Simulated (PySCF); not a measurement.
C2H9FOSi2, SMILES OCC[SiH2][SiH2]F.

Coordinates come from a B3LYP-D3(BJ)/def2-SVP optimisation. This is a generated structure with no PubChem entry under its InChIKey; it may be hypothetical. One conformer was computed; it need not be the lowest.

Level of theory: ωB97X/def2-TZVP run with PySCF.

Gas-phase values at a fixed geometry.

Computed frontier levels, gap, dipole moment and polarisability:
```json
{
  "highest_occupied_level": "-10.06 eV",
  "lowest_empty_level": "2.03 eV",
  "orbital_gap": "12.09 eV",
  "dipole_moment": "4.23 D",
  "quadrupole, principal values (traceless, Buckingham form, about the centre of nuclear charge)": "-5.36, -1.99, 7.36 D·Å",
  "mean_static_polarisability": "81.7 bohr³ (12.11 Å³)",
  "polarisability_principal_values": "72.3, 84.1, 88.8 bohr³"
}
```
